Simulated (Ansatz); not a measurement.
Molecule: MoO, net charge 0, quintet state. The spin state was set by rule; other spins were not relaxed. 
Coordinates optimised at B3LYP-D3(BJ)/def2-TZVP (Ansatz, a program for electronic structure):
SMILES: [O]=[Mo]
```xyz
2

Mo     0.0000     0.0000    -0.2716
O      0.0000     0.0000     1.4261
```
Charge 0, spin multiplicity 5.

Total electronic energies in hartree. Valence correlation only, unless marked. UHF or UKS for open shells. Spin-orbit coupling is left out. Frozen are the shells of the preceding noble gas and the d and f shells that filled before the atom's block. In def2 rows, elements after Kr have scalar-relativistic effective core potentials. STO-3G rows are all-electron and non-relativistic. CBS marks a two-point X^-3 extrapolation of the correlation energy; Hartree-Fock from the larger set. The program attaches cautions to a run behind MP2/STO-3G: large difference. The program attaches cautions to a run behind SCS-MP2/STO-3G: large difference.

The UHF reference is spin-contaminated (<S^2> 0.52 over the pure value in the largest basis). The T1 diagnostic of CCSD in the largest basis is 0.081, which is high, so the coupled-cluster rows are less sure than usual.

```tsv
level	program	energy (Eh)
HF/def2-SVP	Ansatz	-142.30085
HF/def2-SVPD	Ansatz	-142.30740
RI-HF/def2-QZVPP	Ansatz	-142.42668
PBE-D3(BJ)/def2-TZVPD	Ansatz + dftd3	-143.35802
BLYP/def2-TZVPD	Ansatz	-143.37809
revPBE-D3(BJ)/def2-TZVPD	Ansatz + dftd3	-143.44826
revPBE/def2-TZVPD	Ansatz	-143.44637
B97M-V/def2-TZVPD	Ansatz	-143.38038
B3LYP-D4/def2-TZVPD	Ansatz + dftd4	-143.42199
PBE0/STO-3G	Ansatz	(withheld)
PBE0/def2-QZVPP	Ansatz	(withheld)
BHLYP-D4/def2-TZVPD	Ansatz + dftd4	-143.24161
CAM-B3LYP/def2-TZVPD	Ansatz	-143.32053
LC-wPBE-D4/def2-TZVPD	Ansatz + dftd4	-143.35761
B2GP-PLYP-D4/def2-TZVPD	Ansatz + dftd4	-143.11121
B2PLYP-D4/def2-TZVPD	Ansatz + dftd4	-143.17540
MP2/STO-3G	Ansatz	-4009.85029
SCS-MP2/STO-3G	Ansatz	-4009.84211
SCS-MP2/def2-SVP	Ansatz	-142.52732
CCSD/def2-TZVPPD	Ansatz	-142.79324
CCSD/def2-QZVPP	Ansatz	-142.81789
CCSD(T)/def2-QZVPPD	Ansatz	-142.84226
CCSD(T)/CBS(def2-TZVPPD,def2-QZVPPD)	Ansatz	-142.8587
```

What belongs in the gaps?


- PBE0/STO-3G, energy (Eh): -4011.49986
- PBE0/def2-QZVPP, energy (Eh): -143.31690
